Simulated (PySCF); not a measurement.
A GIAO shielding run with PySCF (density fitting, non-relativistic, gas phase) on SMILES S([Si@H](C=C)C)[SiH2]O, C3H10OSSi2:

```
$ OMP_NUM_THREADS=1 python probes_run.py task.json out

{"job": {"kind": "nmr", "xc": "PBE0", "basis": "pcSseg-1"}, "charge": 0, "multiplicity": 1}
C     -2.845387     0.040850     1.376685
C     -2.412932     0.234736     0.140676
Si    -0.612938     0.453515    -0.354472
C     -0.089509    -0.852159    -1.629552
S      0.547135     0.266973     1.456412
Si     2.579435     0.191775     0.765289
O      3.520994     0.347423     2.068528
H     -2.156932    -0.004485     2.204756
H     -3.890924    -0.081978     1.615270
H     -3.135248     0.274977    -0.665748
H     -0.361628     1.798922    -0.883118
H      0.941059    -0.705420    -1.940383
H     -0.714844    -0.795438    -2.515227
H     -0.175401    -1.857946    -1.226912
H      2.844764    -1.108937     0.172477
H      2.809969     1.307026    -0.140108
H      3.145388     0.502196     2.932074
```

Hardware: 1 thread of an Arm Neoverse V2, shared host. The job also computes population analyses, field gradients.

Question: How large is the calculation?

Answer: 80 electrons, 190 basis functions and 1057 auxiliary functions.

Question: How long does it take, and how much memory does it need?

Answer: 41 s of wall time, with 13 SCF cycles and 5 response iterations; peak memory 0.84 GiB. Times on a shared host scatter by some tens of per cent.
